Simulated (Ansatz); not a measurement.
Gas-phase electronic energies from Ansatz, PBE0-D4/def2-TZVP geometries. CBS: MP2 limit from def2 TZ/QZ plus the TZ coupled-cluster correction, frozen cores. This one scheme is used for every species. DFT in def2-TZVPP. HSE06 is defined as in plane-wave codes. For Se outer-core shells are correlated without core-valence functions, which leaves a few kJ/mol of doubt a bond. Scalar relativity is left out up to krypton. Each species was taken in one conformer, which may not be the lowest.

`F[Si](F)([SeH])[SeH]` + `O=CF` → `O=C[SeH]` + `F[Si](F)(F)[SeH]`  (formal exchange of groups at the Se–Si bond)

CCSD(T)/CBS gives -18.7 kcal/mol.

Another level gave -18.2 kcal/mol. Which?
A. PBE/def2-TZVPP
B. SCS-MP2/def2-TZVPP
C. HSE06-D4/def2-TZVPP
D. r2SCANh-D4/def2-TZVPP

D. r2SCANh-D4 -18.2, HSE06-D4 -15.5, SCS-MP2/def2-TZVPP -19.3, PBE -16.8 kcal/mol.

What do rigid-rotor, harmonic-oscillator terms from PBE0-D4/def2-TZVP frequencies (298.15 K, 1 bar) make of the CCSD(T)/CBS value? (Estimate.)

The calculation gave: ΔZPE = -0.2 kcal/mol, ΔH = -19.1 kcal/mol, ΔS = 4 J/(mol·K), ΔG = -19.4 kcal/mol.

Largest T1 diagnostic among the species: 0.016.

At CCSD(T), def2-SVP lies +6.9 kcal/mol from the extrapolated value and def2-TZVPP −0.1 kcal/mol. From BLYP to BHLYP (50 % exact exchange), in def2-TZVPP and without D4, ΔE moves by +1.1 kcal/mol.
